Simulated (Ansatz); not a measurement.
Two structures of CH6AlBr, singlet, reached by relaxing down either side of one saddle point (PBE0-D4/def2-TZVP). Energies are electronic, without zero-point energy. Program: Ansatz 0.2.0. Basis: def2-TZVPP and def2-QZVPP. Cores are frozen in the correlated methods. Filled d shells of the heavier atoms are correlated. The def2 sets are not built for correlating such inner shells, so the correlated values are less sure here. Extrapolation: Hartree–Fock as exp(−7.88 √X), correlation as X^−2.97. First:

```
9
angstrom
Al -1.3668 -0.5811 -0.3831
Br -0.8753 -2.7763 -0.0599
H -1.2358 -0.0276 -1.8529
H -2.0637 0.1792 0.8085
H 0.8911 -0.4349 0.3154
C 1.1011 0.6424 0.2953
H 1.3699 0.9459 1.3055
H 0.2526 1.2481 -0.0339
H 1.9270 0.8041 -0.3950
```

Second:

```csv
atom,x (Å),y (Å),z (Å)
Al1,-1.0456,0.1827,-0.3458
Br2,-0.2472,-2.4806,0.1162
H3,-1.4060,-0.0421,-1.8809
H4,-2.2274,0.1656,0.7220
H5,1.0602,-2.0744,0.5099
C6,0.7026,0.9313,0.1466
H7,0.9748,0.7144,1.1842
H8,0.6805,2.0231,0.0529
H9,1.5083,0.5800,-0.5053
```

Problem. Which bonds change from the first to the second?

Solution. AlH₂Br ([AlH2][Br]) + CH₄ → CH₅Al ([CH3][AlH2]) + HBr (still joined by a long Al–Br bond); bonds formed: Al1–C6, Br2–H5; bonds broken: H5–C6; bonds weakened to dative contacts: Al1–Br2.

Problem. Give the saddle point's structure and its height above each. (An estimate is asked for; the value comes from the calculation.)

Solution. Computed: 190.1 kJ/mol above the first and 29.2 kJ/mol above the second (CCSD(T) at an estimated basis limit (MP2 extrapolated from triple and quadruple zeta, plus CCSD(T) − MP2 in triple zeta)).
```
9
angstrom
Al -1.0461 -0.0050 -0.3313
Br -0.0925 -2.4745 0.1719
H -1.3225 -0.0433 -1.8886
H -2.1656 0.1714 0.7725
H 0.5478 -1.0909 0.2627
C 0.7863 0.6648 0.1946
H 1.1070 0.5853 1.2365
H 0.5507 1.7312 0.0447
H 1.6349 0.4609 -0.4630
```

T1 diagnostic: at most 0.009. The start structure is not quite a true minimum (one mode of 66i cm⁻¹). The end structure is not quite a true minimum (one mode of 55i cm⁻¹).

Labels in which every atom is bracketed show which atoms are joined, not bond orders.

For scale, one of the runs: CCSD(T)/def2-TZVPP, 205 basis functions, launched by `ansatz run in.yaml --threads 4 --pin off --events-out ev --progress --plain --max-ram 9574MiB`. The run took 15 s on 4 CPU threads of an Intel Xeon 6975P-C (shared host), with 2.8 GiB of host memory at its peak.
